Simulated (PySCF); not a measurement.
# UHF on Ca+ (calcium, charge +1)

Configuration: [Ar] 4s1, 2S determinant. Computed with PySCF 2.14 in x2c-SVPall (5s3p2d, 24 functions), with scalar relativity by spin-free X2C-1e.

* Total energy: -679.330835 hartree
* One-electron energy: -925.1437 hartree
* Hartree (Coulomb) energy: 281.1393 hartree
* Exchange energy: -35.3264 hartree
* ⟨S²⟩: 0.7502
* ⟨L²⟩: 0.000
* Sum of ⟨r⟩: 16.57 bohr
* Sum of ⟨r²⟩: 31.79 bohr²
* Langevin diamagnetic susceptibility: -25.2 ×10⁻⁶ cm³/mol
* Time after the integrals: 0.05 s of wall time on 1 thread of Neoverse-V1 (shared host)

```json
{"shell": "1s α", "electrons": "1", "mean orbital energy (eV)": "-4091.5", "rms radius, mean of both spins (bohr)": "0.0889"}
{"shell": "1s β", "electrons": "1", "mean orbital energy (eV)": "-4091.4", "rms radius, mean of both spins (bohr)": "0.0889"}
{"shell": "2s α", "electrons": "1", "mean orbital energy (eV)": "-468.62", "rms radius, mean of both spins (bohr)": "0.393"}
{"shell": "2s β", "electrons": "1", "mean orbital energy (eV)": "-468.50", "rms radius, mean of both spins (bohr)": "0.393"}
{"shell": "2p α", "electrons": "3", "mean orbital energy (eV)": "-378.20", "rms radius, mean of both spins (bohr)": "0.362"}
{"shell": "2p β", "electrons": "3", "mean orbital energy (eV)": "-378.16", "rms radius, mean of both spins (bohr)": "0.362"}
{"shell": "3s α", "electrons": "1", "mean orbital energy (eV)": "-68.469", "rms radius, mean of both spins (bohr)": "1.24"}
{"shell": "3s β", "electrons": "1", "mean orbital energy (eV)": "-68.167", "rms radius, mean of both spins (bohr)": "1.24"}
{"shell": "3p α", "electrons": "3", "mean orbital energy (eV)": "-43.321", "rms radius, mean of both spins (bohr)": "1.38"}
{"shell": "3p β", "electrons": "3", "mean orbital energy (eV)": "-43.188", "rms radius, mean of both spins (bohr)": "1.38"}
{"shell": "4s α", "electrons": "1", "mean orbital energy (eV)": "-11.324", "rms radius, mean of both spins (bohr)": "4.03"}
```

Densities and radii are taken from the X2C orbitals without a picture-change correction, which distorts them close to the nucleus.
